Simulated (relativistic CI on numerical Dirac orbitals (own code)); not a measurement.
## Main line and satellite in the 1s photoemission of Cu2+: a two-state model

Problem. An octahedral Cu2+ site (d9) has Δ = 1, V(eg) = 1.85, 10Dq = 1.3, 10Dq(ligand) = 0.6 and a core-hole attraction U_cd = 9.8 eV. Δ is defined between configuration averages. Find the d count, the distance of the satellite and its intensity.

Working.
1. The hole has eg symmetry. Its energy is −0.6 × 10Dq in d9 and Δ − 0.6 × 10Dq(ligand) in d10L, so the gap is Δ' = 1.42 eV.
2. Ground state cos θ |d9⟩ − sin θ |d10L⟩ with tan 2θ = 2V/Δ', θ = 34.5°: weights 0.679 and 0.321, n_d = 9.321.
3. The core hole pulls d10L down by U_cd: the gap becomes Δ' − U_cd = -8.38 eV, the hopping is V' = 1.85 eV, and tan 2θ' = 2V'/(Δ' − U_cd) gives θ' = 78.1°.
4. The two final states lie W = √[(Δ' − U_cd)² + 4V'²] = 9.16 eV apart. The lower, mostly d10L, is the main line.
5. In the sudden approximation the intensities are cos²(θ' − θ) and sin²(θ' − θ), so satellite/main = tan²(43.6°) = 0.91.

Check. The full cluster calculation (with spin-orbit coupling) gives n_d = 9.320; in its broadened spectrum, cut halfway, the centroids lie 8.98 eV apart with an area ratio of 0.93.
